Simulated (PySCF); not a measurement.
Structure problem from calculated spectra and properties.

Formula: C7H11F.

- UV, first state: lowest singlet excitation: 7.01 eV (177 nm, f = 0.273) [TDDFT PBE0/def2-SVPD]
- Triplet: lowest triplet excitation (Tamm–Dancoff): 4.37 eV [TDA PBE0/def2-SVPD]
- Rotational structure: rotational constants A, B, C: 2.378, 1.851, 1.155 GHz [GFN2-xTB]
- Dipole: 1.97 D [PBE0/def2-SVPD]
- Polarisability: 82.1 au [PBE0/def2-SVPD]
- 13C NMR: chemical shifts (computed TMS as zero) by class: 146.5 (1 C), 124.3 (1 C), 93.9 (1 C), 53.8 (1 C), 36.5 (1 C), 27.1 (1 C), 20.2 (1 C) ppm [GIAO PBE0/pcSseg-1]
- 1H NMR: chemical shifts (computed TMS as zero) by class: 6.24 (1 H), 5.45 (1 H), 5.41 (1 H), 4.94 (1 H), 3.06 (1 H), 2.41 (1 H), 2.28 (1 H), 1.91 (1 H), 1.06 (3 H) ppm [GIAO PBE0/pcSseg-1]

Electronic properties: PySCF, gas phase, density fitting. Levels stand in brackets. NMR shifts are as computed; neighbouring signals can stand in another order in a measured spectrum. The structure is a single GFN2-xTB conformer in the gas phase; no vibrational or solvent corrections. NMR values are class means; diastereotopic atoms form classes of their own.

Question: What is the compound? Reason from the data.

Answer: Numbering: `[CH2:1]=[CH:2][C@@H:3]1[C@H:4]([CH3:5])[CH2:6][C@H:7]1[F:8]`. Its formula, C7H11F, gives 2 degrees of unsaturation: 1 ring and 1 π bond in the structure found. 7 carbons fall into 7 classes; from least to most shielded: alkene CH carbon [C2] (146.5 ppm), terminal =CH2 carbon [C1] (124.3 ppm), sp3 C–F carbon [C7] (93.9 ppm), allylic carbon [C3] (53.8 ppm), four-membered-ring carbon [C6] (36.5 ppm), four-membered-ring carbon [C4] (27.1 ppm), methyl carbon [C5] (20.2 ppm). Hydrogen classes from least to most shielded: 1 H on an alkene CH carbon, C2 (6.24 ppm), 1 H on a terminal =CH2 carbon, C1 (5.45 ppm), 1 H on a terminal =CH2 carbon, C1 (5.41 ppm), 1 H on an sp3 C–F carbon, C7 (4.94 ppm), 1 H on an allylic carbon, C3 (3.06 ppm), 1 H on a four-membered-ring carbon, C6 (2.41 ppm), 1 H on a four-membered-ring carbon, C4 (2.28 ppm), 1 H on a four-membered-ring carbon, C6 (1.91 ppm), 3 H on a methyl carbon, C5 (1.06 ppm, a mean of values up to 0.5 ppm apart in this geometry). The optimised geometry has point group C1 and is an asymmetric top. Structure: `C=C[C@@H]1[C@H](C)C[C@H]1F`. Computed isomers that give other values at the same levels: `F[C@]12CC[C@H](CC1)C2` (13C chemical shifts (computed TMS as zero) by class: 106.0 (1 C), 43.0 (1 C), 35.9 (1 C), 35.5 (2 C), 32.2 (2 C) ppm); `C[C@@H]1CC=C(F)CC1` (13C chemical shifts (computed TMS as zero) by class: 170.9 (1 C), 109.0 (1 C), 35.3 (1 C), 34.7 (1 C), 32.4 (1 C), 30.5 (1 C), 24.1 (1 C) ppm); `C[C@@H]1C[C@]12C[C@@]2(C)F` (13C chemical shifts (computed TMS as zero) by class: 82.3 (1 C), 26.3 (1 C), 22.2 (1 C), 18.3 (1 C), 17.7 (1 C), 16.2 (1 C), 15.8 (1 C) ppm). The assignments are read from this structure; whether some other isomer fits the data as well wasn't checked. The mirror image fits equally.

Shape of the structure used: `[CH2:1]=[CH:2][C@@H:3]1[C@H:4]([CH3:5])[CH2:6][C@H:7]1[F:8]`: C1–C2–C3–C4 -118°.
